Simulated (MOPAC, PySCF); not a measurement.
Bond stretch in SMILES [SiH3]S (H4SSi). The Si1–S5 bond (Si1 also carries H, H, H; S5 carries H) is pulled apart rigidly from the PBE0/def2-TZVP optimised geometry.

- RHF/3-21G = restricted Hartree-Fock/3-21G in PySCF
- CASSCF(2,2)/cc-pVDZ (PySCF)
- PM3, restricted, heats of formation (MOPAC)

Energies are in kJ/mol, each relative to the lowest point of its own curve near equilibrium.

| R / Å | RHF/3-21G | CASSCF(2,2) | PM3 |
|---|---|---|---|
| 1.73 | 367.6 | 293.4 | 157.1 |
| 1.81 | [?] | 173.5 | 99.3 |
| 1.93 | 101.7 | 65.3 | 45.3 |
| 2.03 | 42.1 | 20.0 | 19.9 |
| 2.10 | [?] | 4.9 | 8.9 |
| 2.14 | 9.4 | 0.8 | [?] |
| 2.22 | 0.6 | 0.0 | 0.0 |
| 2.28 | 0.0 | 4.3 | [?] |
| 2.37 | 6.2 | 16.5 | 6.5 |
| 2.48 | 22.1 | [?] | 23.8 |
| 2.66 | 60.5 | 79.8 | [?] |
| 2.90 | 122.9 | 137.8 | 149.8 |
| 3.24 | 214.7 | 206.2 | 259.0 |
| 3.49 | 277.5 | 241.7 | 326.8 |
| 3.89 | 364.3 | 274.8 | 410.5 |
| 4.29 | 433.4 | 288.9 | 468.1 |
| 4.73 | 491.4 | 294.6 | 510.1 |
| 5.29 | 543.4 | 296.6 | 543.5 |
| 5.83 | 576.3 | 297.2 | 563.9 |
| 6.38 | 598.2 | 297.3 | 581.4 |
| 7.49 | 624.3 | 297.3 | 599.1 |

Q: What belongs in the gaps?

A: 
- 1.81, RHF/3-21G: 230.9
- 2.10, RHF/3-21G: 18.1
- 2.14, PM3: 4.6
- 2.28, PM3: 0.2
- 2.48, CASSCF(2,2): 37.7
- 2.66, PM3: 70.6

The restricted form behind RHF/3-21G, PM3 keeps the bonding electrons paired and can't separate into open-shell fragments.
